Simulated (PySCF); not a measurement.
Run record for `[C@@H]1(N)CC[C@H]2[C@@H]1[C@@H]2N`: PBE0/IGLO-II, IEF-PCM chloroform, damping 0.2 at the start, DIIS from the seventh cycle, full TDDFT, 6 singlets.

Method: TDDFT PBE0/IGLO-II, vertical, IEF-PCM chloroform (non-equilibrium linear response), core orbitals frozen in the response (PySCF 2.14.0, density-fitted response routines). Geometry: GFN2-xTB. The input is one job of a driver script: a line of settings, then coordinates in Å.

Command:
```bash
OMP_NUM_THREADS=1 python probes_run.py task.json out
```

Input:
```
{"job": {"kind": "uv", "xc": "PBE0", "basis": "IGLO-II", "solvent": "chloroform", "nstates": 6, "ntriplets": 5, "tda": false, "scf": {"damp": 0.2}}, "charge": 0, "multiplicity": 1}
N      2.629634    -0.719219    -0.529988
C      1.288323    -0.214937    -0.543338
C      0.891912     0.838025     0.443197
C     -0.208862     1.796415     0.043166
C     -1.335154     0.903032    -0.490368
C     -1.170103    -0.469171     0.191078
N     -1.540305    -1.532662    -0.733171
C      0.300223    -0.541991     0.554302
H      2.658469    -1.658066    -0.914514
H      2.989799    -0.755245     0.417804
H      0.904340    -0.149956    -1.552343
H      1.633007     1.191573     1.146755
H      0.121096     2.519705    -0.703344
H     -0.543305     2.346009     0.926122
H     -1.233063     0.757374    -1.565390
H     -2.318246     1.332085    -0.299802
H     -1.763601    -0.497791     1.125608
H     -1.374873    -2.439678    -0.310384
H     -2.526774    -1.472000    -0.961294
H      0.592334    -1.222823     1.343173
```

Output:
```
damping 0.20 in the first 6 cycles
final grid: 153696 points
cycle   1  E = -344.9546505508  dE =  1.220e+00  |g| = 5.084e-01  |ddm| = 3.443e+00
cycle   2  E = -344.9847557496  dE = -3.011e-02  |g| = 3.886e-01  |ddm| = 8.362e-01
cycle   3  E = -344.9971520907  dE = -1.240e-02  |g| = 3.073e-01  |ddm| = 5.718e-01
cycle   4  E = -345.0044019968  dE = -7.250e-03  |g| = 2.451e-01  |ddm| = 4.578e-01
cycle   5  E = -345.0089271142  dE = -4.525e-03  |g| = 1.999e-01  |ddm| = 3.698e-01
cycle   6  E = -345.0037898136  dE =  5.137e-03  |g| = 2.530e-01  |ddm| = 3.781e-01
cycle   7  E = -344.9955045123  dE =  8.285e-03  |g| = 3.284e-01  |ddm| = 4.719e-01
cycle   8  E = -345.0171635795  dE = -2.166e-02  |g| = 1.243e-02  |ddm| = 2.513e-01
cycle   9  E = -345.0171979215  dE = -3.434e-05  |g| = 2.620e-03  |ddm| = 1.338e-02
cycle  10  E = -345.0171993976  dE = -1.476e-06  |g| = 3.290e-04  |ddm| = 2.476e-03
cycle  11  E = -345.0171994161  dE = -1.844e-08  |g| = 1.399e-04  |ddm| = 3.597e-04
cycle  12  E = -345.0171994203  dE = -4.214e-09  |g| = 2.065e-05  |ddm| = 1.525e-04
cycle  13  E = -345.0171994204  dE = -7.708e-11  |g| = 8.712e-06  |ddm| = 2.350e-05
converged SCF energy = -345.0171994204

Static polarisability (au): isotropic 96.871, principal 87.899 99.066 103.649

Singlet excitations
state   eV       nm        f      main configurations
  1   6.4320    192.8   0.01261   H->L 0.62, H->L+2 0.17, H->L+1 0.15
  2   6.6440    186.6   0.00630   H->L+1 0.46, H->L 0.26, H->L+2 0.08
  3   6.7764    183.0   0.00086   H->L+2 0.35, H-1->L 0.30, H->L+1 0.23
  4   7.0740    175.3   0.02893   H->L+2 0.34, H-1->L 0.30, H->L+3 0.11
  5   7.1821    172.6   0.01836   H->L+3 0.76, H->L+1 0.11, H-1->L 0.09
  6   7.4732    165.9   0.06034   H-1->L+1 0.67, H-1->L 0.17

Triplet excitations (Tamm-Dancoff, eV): 6.1779 6.3852 6.5445 6.9226 7.0913
```

H and L stand for HOMO and LUMO; the number after each pair is its weight.

Problem. Give the mean polarisability as a volume in Å³, and the ratio of the largest to the smallest principal value.

Solution. 96.871 au × 0.148185 = 14.35 Å³; 103.649/87.899 = 1.18.

Problem. How does the lowest singlet excitation compare with the HOMO–LUMO gap?

Solution. HOMO -6.12 eV and LUMO 1.53 eV give a gap of 7.65 eV; S1 at 6.43 eV lies 1.22 eV below it.

In short: SCF converged in 13 cycles with 248 basis and 902 fitting functions; HOMO -6.12 eV, LUMO 1.53 eV; lowest singlet 6.43 eV; lowest triplet 6.18 eV (Tamm–Dancoff); mean polarisability 96.9 au.

One conformer (not necessarily the lowest) at the GFN2-xTB geometry, without vibrations or thermal averaging.

Time: 68 s wall; peak memory 1.3 GiB. Hardware: one thread, Arm Neoverse V1 (aarch64), no GPU, shared host with 32 logical CPUs at a one-minute load of 44.
